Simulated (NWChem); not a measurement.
# GeHCl₂, doublet; SMILES [Cl][GeH][Cl]

```xyz
4

Cl    -0.6518    -0.0303     1.7540
Ge     0.6141     0.0481     0.0000
Cl    -0.6518    -0.0303    -1.7540
H      1.3143     1.4397     0.0000
```
Atoms are numbered in this order, from 1.

Program: NWChem. Spin-unrestricted. In the optimisation the excess spin sits in a' (Cs, its own frame). Coordinates come from a PBE0/def2-SVP, spin-unrestricted optimisation. No stability test was run on the SCF state. B3LYP is NWChem's, with the RPA form of VWN correlation. Vzz is the largest principal value of the second derivative of the potential at the nucleus (NWChem prints the opposite sign); η is the asymmetry. Non-relativistic.

Task: What does the run give for B3LYP/def2-SVP? Quantities: Vzz Cl3 (a.u.); η Cl3; Vzz Ge2 (a.u.); η Ge2.

Result: 
```json
{
 "Vzz Cl3 (a.u.)": "2.186",
 "η Cl3": "0.15",
 "Vzz Ge2 (a.u.)": "-1.054",
 "η Ge2": "0.34"
}
```
